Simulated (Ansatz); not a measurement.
Z-matrix (Å, degrees):
```
C
O 1 1.398
H 1 1.101 2 114.0
H 1 1.098 2 110.0 3 120.1
H 1 1.099 2 111.0 3 -121.1
In 2 1.990 1 124.3 3 13.6
O 6 1.978 2 106.3 1 177.9
C 6 2.126 2 125.8 1 -2.7
H 7 0.961 6 110.7 2 -0.3
H 8 1.089 6 109.7 2 179.7
H 8 1.090 6 109.5 2 59.3
H 8 1.090 6 109.4 2 -60.0
```

The species carries charge 0 and has multiplicity 1. In: def2 effective core potential.

Problem. List the ωB97M-V/def2-TZVPP orbital energies in eV (the Gaussian-basis code of Ansatz). (An estimate is asked.)

Solution. Computed: Occupied: -525.20, -525.10, -282.21, -281.78, -131.08, -87.58, -87.27, -87.24, -29.77, -29.30, -24.23, -23.92, -23.91, -23.90, -23.71, -21.98, -20.72, -15.50, -14.90, -14.48, -14.15, -14.10, -14.02, -12.07, -10.94, -10.87, -9.83, -9.69. Lowest empty: 0.66, 0.77, 1.50, 1.76, 2.94, 3.55, 3.99, 4.43.
